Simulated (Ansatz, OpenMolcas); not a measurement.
**CH3BClFO (SMILES OC(F)BCl): methods side by side**

CH3BClFO has 8 atoms, charge 0, and is taken as a singlet. SMILES: `OC(F)BCl`. Geometry: relaxed at PBE0-D4/def2-TZVP. This is one conformer, not always the lowest.

Quantity: the vertical energy of the triplet above the singlet, in eV. The values are calculated.

| level | kind | program | value (eV) | CPU time (all runs) |
| --- | --- | --- | --- | --- |
| SVWN5/def2-SVP | LDA | OpenMolcas | 4.10 | 72 s |
| PBE/def2-SVP | GGA | Ansatz | 4.10 | 17 s |
| revPBE/def2-SVP | GGA | Ansatz | 4.12 | 17 s |
| r2SCAN/def2-SVP | meta-GGA | OpenMolcas | 4.24 | 2.2 min |
| M06-2X/def2-SVP | hybrid meta-GGA | OpenMolcas | 4.97 | 99 s |
| PBE0/def2-SVP | global hybrid | Ansatz | 4.56 | 33 s |
| wB97M-V/def2-SVP | range-separated hybrid | Ansatz | 5.00 | 3.7 min |
| wB97X/def2-SVP | range-separated hybrid | Ansatz | 5.01 | 96 s |

The values span 4.10 to 5.01 eV. Times are those of the runs behind each value, whatever else they computed, on shared processors of several kinds: orders of magnitude only.
